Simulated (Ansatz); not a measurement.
```yaml
crystal:
  periodic: [false, false, false]
  atoms:
    - {symbol: B, position_ang: [-1.372339, 0.794541, -1.382158]}
    - {symbol: Ga, position_ang: [0.407501, 0.748205, -0.512396]}
    - {symbol: Si, position_ang: [-1.456351, -0.012101, -2.313534]}
    - {symbol: H, position_ang: [-1.756351, -0.012101, -2.363534]}
    - {symbol: H, position_ang: [-2.412690, 1.293120, -1.149865]}
    - {symbol: H, position_ang: [1.478780, 1.745624, -0.916312]}
    - {symbol: H, position_ang: [1.904744, -1.654887, 0.863127]}
    - {symbol: H, position_ang: [-0.192375, -1.700833, 1.517511]}
    - {symbol: H, position_ang: [1.136947, -0.198339, 2.545071]}
basis:
  gaussian: {orbitals: cc-pVDZ, point_charges: [{charge: 1.00, position_ang: [6.029, 0.582, 0.122]}]}
total_charge: -1
magnetization: {spin_polarized: true, initial_magnetization: 1}
hamiltonian: {xc: {name: PBE0}, dispersion: d3bjatm}
scf: {lower_state_search: full}
output: {forces: true}
```

```sh
$ ansatz run in.yaml --threads 2 --pin off --events-out ev --progress --plain --max-ram 4352MiB
```

Output, abridged:

```
Functional definition: PBE0
897 factors; integrals over basis functions are off by at most 6.4e-4 eV
mean field evaluation 1: about -60819.7863 eV, gradient 3.2e1 eV
mean field evaluation 2: about -60819.9513 eV, gradient 3.2e1 eV
mean field evaluation 4: about -60822.6525 eV, gradient 2.1e1 eV
mean field evaluation 8: about -60829.8739 eV, gradient 2.0e0 eV
mean field evaluation 16: about -60830.4856 eV, gradient 8.5e-1 eV
mean field evaluation 64: about -60830.5290 eV, gradient 1.0e-4 eV
mean field evaluation 96: about -60830.4129 eV, gradient 6.0e-5 eV
mean field -60830.52904012 eV, -2235.4807098110 hartree, gradient 3.8e-5 eV, S^2 1.850420; 14 other end points of the search recorded, 0 dependent functions left out
reference -60830.52907564 eV, -2235.4807111162 hartree; 29, 28 occupied and 60, 61 virtual orbitals, 897 factors
Total energy: -60830.69629536 eV, -2235.4868563276 hartree
Atom 0 at    -1.372339     0.794541    -1.382158 Å, force     1.972649    34.972544    41.113606 eV/Å
Atom 1 at     0.407501     0.748205    -0.512396 Å, force    -0.768599    -0.500698     1.324085 eV/Å
Atom 2 at    -1.456351    -0.012101    -2.313534 Å, force  1066.091847   -36.563920   135.694768 eV/Å
Atom 3 at    -1.756351    -0.012101    -2.363534 Å, force -1068.237464    -0.262855  -178.313173 eV/Å
Atom 4 at    -2.412690     1.293120    -1.149865 Å, force    -0.233965     1.348278     1.369821 eV/Å
Atom 5 at     1.478780     1.745624    -0.916312 Å, force     1.597609     0.230159    -0.341754 eV/Å
Atom 6 at     1.904744    -1.654887     0.863127 Å, force    -0.154354     0.695915    -0.369427 eV/Å
Atom 7 at    -0.192375    -1.700833     1.517511 Å, force     0.058070     0.093715    -0.164911 eV/Å
Atom 8 at     1.136947    -0.198339     2.545071 Å, force     0.092372     0.087801    -0.342925 eV/Å
Dipole moment:    -0.670081     0.891746    -0.888034 e Å
```

In this input one atom was put on top of another. Self-consistency was reached. The result belongs to that input, not to the molecule as meant.
